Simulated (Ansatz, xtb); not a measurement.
# Two structures of CH7GeNSi

We compare a, a singlet given by its coordinates, with b, a singlet given by its coordinates. Both are isolated molecules in the gas phase, relaxed with PBE0-D3(BJ)/pcseg-1.

a (Å):

```tsv
atom	x (Å)	y (Å)	z (Å)
C	0.7300	0.3697	2.0940
Ge	1.6284	-0.7857	3.5899
N	1.9141	-2.0769	1.7667
Si	0.6727	-1.0411	0.9220
H	2.8703	-2.0193	1.4204
H	1.6930	-3.0620	1.8985
H	0.2890	-1.6398	3.8091
H	1.3807	1.1991	1.7928
H	-0.2491	0.7659	2.3874
H	1.1108	-0.8497	-0.4971
H	-0.5858	-1.8343	0.9549
```

Close contacts (Å): C1–Ge2 2.09, C1–Si4 1.84, Ge2–N3 2.25, Ge2–Si4 2.85, N3–Si4 1.82, C1–H8 1.10, C1–H9 1.10, Ge2–H7 1.60, N3–H5 1.02, N3–H6 1.02, Si4–H10 1.50, Si4–H11 1.49.

b (Å):

```xyz
11

C     1.6524    0.2118    0.3212
Ge    0.1907   -2.8151    1.7407
N     0.8141   -3.0444    3.4528
Si    0.6117   -0.3782    1.7851
H     1.7919    1.2996    0.3494
H     2.6441   -0.2570    0.3288
H     1.1665   -0.0420   -0.6291
H    -0.7022    0.3480    1.7558
H     1.2920    0.0191    3.0669
H     1.1750   -2.3181    4.0631
H     0.8171   -3.9554    3.8994
```

Close contacts (Å): C1–Si4 1.89, Ge2–N3 1.84, Ge2–Si4 2.47, C1–H5 1.10, C1–H6 1.10, C1–H7 1.10, N3–H10 1.02, N3–H11 1.01, Si4–H8 1.50, Si4–H9 1.50.

Quicker runs give these differences E(b) − E(a): GFN2-xTB −0.1 kcal/mol; HF/STO-3G −6.6 kcal/mol (at GFN2-xTB geometries); r2SCAN-D4/def2-SVP +1.9 kcal/mol (at GFN2-xTB geometries).

**Question.** Which of the two would you expect CCSD(T)/def2-SVP + ΔMP2/def2-TZVPP electronic energies to favour?

**Answer.** Structure a; the calculation gives E(b) − E(a) = +3.4 kcal/mol.

How the difference moves with the method:

```csv
level,geometry,E(b) − E(a) (kcal/mol),departure from the last row (kcal/mol),"job, with rough time for the two"
GFN2-xTB,GFN2-xTB,−0.1,−3.5,"optimisation, 1.1 s"
HF/STO-3G,GFN2-xTB,−6.6,−10.0,"single point, 0.48 s"
r2SCAN-D4/def2-SVP,GFN2-xTB,+1.9,−1.5,"single point, 4.8 s"
PBE0-D3(BJ)/pcseg-1,PBE0-D3(BJ)/pcseg-1,+0.9,−2.4,"optimisation, 1.7 min"
HF/def2-SVP,PBE0-D3(BJ)/pcseg-1,+1.5,−1.9,part of the CCSD(T) run
MP2/def2-SVP,PBE0-D3(BJ)/pcseg-1,+4.0,+0.7,part of the CCSD(T) run
CCSD(T)/def2-SVP,PBE0-D3(BJ)/pcseg-1,+1.9,−1.5,single point
CCSD(T)/def2-SVP + ΔMP2/def2-TZVPP,PBE0-D3(BJ)/pcseg-1,+3.4,,"single point, 42 s"
```

HF/STO-3G puts the two in the other order. GFN2-xTB finds them nearly level. The largest departure from CCSD(T)/def2-SVP + ΔMP2/def2-TZVPP is that of HF/STO-3G, 10.0 kcal/mol. The last row adds to CCSD(T) the change of the MP2 difference between the two basis sets, here +1.5 kcal/mol.

With harmonic frequencies from PBE0-D3(BJ)/pcseg-1 (ideal gas, rigid rotor, one conformer each, 298.15 K, 1 atm): on the last row, ΔE + ΔZPE = +4.1 kcal/mol. A mode under 50 cm⁻¹ makes harmonic enthalpies and free energies unreliable, so none is given.

The correlated steps freeze 16 core orbitals; the filled d shell of Ge is correlated, in a basis made for valence electrons. Codes used: Ansatz 0.2.0, xtb 6.7.1; the last row on 2 threads of Arm Neoverse V1 on a shared host.
